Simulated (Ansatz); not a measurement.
System: CH₆BNO₂ (charge 0, singlet). 
Coordinates optimised at B3LYP-D3(BJ)/def2-TZVP (Ansatz, a quantum-chemistry and plane-wave program):
SMILES: B(NC)(O)O
```xyz
11

C      1.8389     0.7209     0.1206
N      0.7835    -0.2076     0.4795
B     -0.5420    -0.2111    -0.0376
O     -1.4826    -1.1421     0.3431
O     -0.9883     0.7192    -0.9466
H      2.5563     0.8204     0.9364
H      2.3904     0.4209    -0.7780
H      1.4271     1.7180    -0.0527
H      1.0872    -0.9676     1.0641
H     -1.1868    -1.7562     1.0181
H     -0.3154     1.3310    -1.2519
```
Charge 0, spin multiplicity 1.

Wanted: vertical ionisation energy (to the doublet state of charge +1; each state is the SCF solution reached for its spin), in eV. Valence correlation only, unless marked. UHF or UKS for open shells. Spin-orbit coupling is left out. Non-relativistic. CBS marks a two-point X^-3 extrapolation of the correlation energy; Hartree-Fock from the larger set. The bracket is a focal-point correction in the basis named.

RI-MP2/CBS(aug-cc-pVTZ,aug-cc-pVQZ)+[CCSD(T)-MP2]/aug-cc-pVTZ (Ansatz) gives 9.76 eV.

Task: Another calculation gave 9.22 eV. Which level was it?
A) B2PLYP/def2-TZVPD (Ansatz)
B) PBE0/def2-TZVPD (Ansatz)
C) r2SCAN/def2-TZVPD (Ansatz)

Result: C, r2SCAN/def2-TZVPD (Ansatz). The others give 9.52 (B2PLYP), 9.41 (PBE0) eV.
